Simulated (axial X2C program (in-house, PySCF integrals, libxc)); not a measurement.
## Excited states of HfBr⁺ by EOM-EE-CCSD

Computed with an axial X2C code built on PySCF integrals: two-component X2C with atomic mean-field Coulomb and Gaunt terms, Gaussian nuclei, basis Hf dyall-acv3z, Br dyall-acv3z with contracted cores.

R = 2.362 Å (near the PBE0 minimum at charge 1 of the determinant lowest at the starting distance; the state shown can have its own minimum elsewhere, which is not the closed-shell reference).

Vertical excitation energies from the closed-shell determinant state of HfBr⁺:

```json
{"Ω": "1", "excitation (eV)": "0.215", "cm⁻¹": "1734", "hole of the leading pair": "50% Hf sσ, 32% Hf dσ, 8% Br pσ", "particle of the leading pair": "96% Hf dδ", "weight of the pair (for Ω = 0 its time-reversed partner can hold as much again)": "0.98", "singles weight": "0.98"}
{"Ω": "2", "excitation (eV)": "0.349", "cm⁻¹": "2811", "hole of the leading pair": "50% Hf sσ, 32% Hf dσ, 8% Br pσ", "particle of the leading pair": "96% Hf dδ", "weight of the pair (for Ω = 0 its time-reversed partner can hold as much again)": "0.62", "singles weight": "0.98"}
{"Ω": "3", "excitation (eV)": "0.540", "cm⁻¹": "4358", "hole of the leading pair": "50% Hf sσ, 31% Hf dσ, 8% Br pσ", "particle of the leading pair": "98% Hf dδ", "weight of the pair (for Ω = 0 its time-reversed partner can hold as much again)": "0.98", "singles weight": "0.98"}
```

This point took 2.4 min on 1 thread of Arm Neoverse N1, with other jobs on the host.

Reference electrons by ω block (each with its −ω partner): 1/2: 32, 3/2: 15, 5/2: 5, 7/2: 1. 18 electrons of HfBr⁺ correlated (inner shells frozen), 84 natural virtual spinors (a truncated set); levels can be off by some tenths of an eV. Roots sought by Ω: (0: 5, 1: 4, 2: 3, 3: 1); rows need 60 % singles weight and stop where some Ω has no more roots. Missing are any skipped roots, higher Ω and states of a further excitation; these come out far too high here and may in truth be low or lowest. T1 of the reference 0.023 (Lee–Taylor). Number of frozen shells: Hf 4 s, 3 p, 2 d, 1 f; Br 3 s, 2 p, 1 d. The closed-shell reference lies 0.20 eV above the lowest PBE0 determinant.
